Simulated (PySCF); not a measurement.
H$_{3}$Sb, charge -1, doublet, at the geometry of the source list (a state made from the parent by changing its charge; the spin is typed, not shown lowest) (core potentials on Sb) (in this run its highest filled SCF level lies above zero, so its values depend strongly on the basis, on diffuse functions most of all). Base run: HF/def2-SVP run with PySCF.

The PySCF input:
```python
from pyscf import gto, scf, solvent

mol = gto.M(
    atom='''
Sb    0.00730000   -0.01090000    0.74510000
H    -0.88780000   -1.05330000   -0.24620000
H    -0.47700000    1.26950000   -0.23690000
H     1.35750000   -0.20530000   -0.26200000
''',
    basis='def2-svp',
    ecp={'Sb': 'def2-svp'},
    charge=-1,
    spin=1,
    verbose=4,
)

mf = scf.UHF(mol)
mf.kernel()
```

Variants of this job, named by their change:

```
change                                                  ΔE vs base (kcal/mol)
------------------------------------------------------  ---------------------
base                                                                    0.000
model = COSMO; solvent = chloroform                                    -42.36
model = IEF-PCM; solvent = chloroform; vdw_scale = 1.4                 -43.99
model = C-PCM; solvent = chloroform                                    -46.88
model = IEF-PCM; solvent = chloroform; vdw_scale = 1.0                 -44.46
model = SS(V)PE; solvent = chloroform                                  -45.73
model = IEF-PCM; solvent = acetonitrile                                -57.88
model = IEF-PCM; solvent = dimethylsulfoxide                           -58.29
model = IEF-PCM; solvent = chloroform; r_probe = 0.5                   -42.48
model = ddCOSMO; solvent = chloroform                                  -45.59
model = IEF-PCM; solvent = toluene                                     -34.21
model = IEF-PCM; solvent = n-hexane                                    -27.66
```

The base is the gas phase, so ΔE is the electrostatic part of solvation at a fixed geometry, without cavity and dispersion terms.

Open shells are given as the SCF converged; they aren't shown to be the lowest states, and a large step between rows can be another state.

The gas-phase anion may not be bound at this level, which the solvent then changes.
